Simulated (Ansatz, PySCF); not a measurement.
C₃H₈BNO, SMILES C[C@H]1COB1N. Atoms are numbered in the order given.

```xyz
14

C     -1.5450    -1.1851     0.6552
C     -0.6791    -0.4834    -0.3884
C     -0.8617     1.0473    -0.5554
O      0.5235     1.3716    -0.2393
B      0.7920     0.0244    -0.0297
N      2.0133    -0.5256     0.3812
H     -1.2073    -2.2220     0.8157
H     -1.4956    -0.6697     1.6287
H     -2.6057    -1.2268     0.3529
H     -0.7451    -1.0053    -1.3580
H     -1.1198     1.3982    -1.5683
H     -1.5425     1.5138     0.1771
H      2.8342     0.0419     0.5636
H      2.1556    -1.5186     0.5145
```
Charge 0, spin multiplicity 1.

Geometry: TPSSh-D3(BJ)/def2-SVP. The structure was generated by enumeration; whether it is a known compound was not checked. Other conformers were not sampled.

Vertical ionisation energy (IE) and electron affinity (EA) in eV. Rows of orbital energies are one-electron estimates. Where ΔSCF, EOM or ADC give a negative EA the extra electron is unbound and the value depends on the basis.

```csv
level,IE,EA
"−ε(HOMO), −ε(LUMO), PBE0/def2-TZVP (PySCF)",7.51,-0.86
"−ε(HOMO), −ε(LUMO), PBE/def2-TZVP (PySCF)",6.05,-0.07
"ΔSCF, ωB97X-V/def2-SVPD (Ansatz), final states of multiplicity 2 and 2",9.97,-1.56
"ΔSCF, PBE/def2-SVPD (Ansatz), final states of multiplicity 2 and 2",9.23,-1.07
```

Problem. What vertical singlet–triplet gap does ΔSCF give with ωB97X-V/def2-SVPD (Ansatz, a quantum-chemistry and plane-wave program) and with PBE/def2-SVPD (Ansatz)? (An estimate is asked for; the answer gives what the named calculation found.)

Solution. 6.91 and 6.00 eV (triplet above singlet where positive).
